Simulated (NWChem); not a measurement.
# CCl2, singlet; SMILES Cl[C]Cl

```xyz
3

Cl     1.4217     0.0000    -0.1693
C      0.0000     0.0000     0.8468
Cl    -1.4217     0.0000    -0.1693
```
Atoms are numbered in this order, from 1.

Results from NWChem. Low-valent species are run as closed-shell singlets; no triplet was tried in these runs. All runs use the structure optimised with PBE-D3(BJ)/def2-SVP. Solvent water, SMD (1 M gas to 1 M solution), gas-phase geometry.

| level | basis functions | solvation free energy (kcal/mol) | cavity-dispersion-structure term (kcal/mol) | dipole in solution (D) | relative time |
|---|---|---|---|---|---|
| PBE0/STO-3G | 23 | 2.7 | 3.8 | 0.29 | 1 |
| PBE0/def2-SVP | 50 | 2.2 | 3.8 | 1.56 | 2 |
| PBE0/def2-SVPD | 74 | 2.5 | 3.8 | 1.37 | 5 |
| PBE0/def2-TZVP | 105 | 2.6 | 3.8 | 1.36 | 10 |
| PBE0/def2-TZVPD | 129 | 2.7 | 3.8 | 1.29 | 20 |
| PBE0/def2-TZVPP | 115 | 2.6 | 3.8 | 1.36 | 10 |

Times are rough ratios from one shared machine.
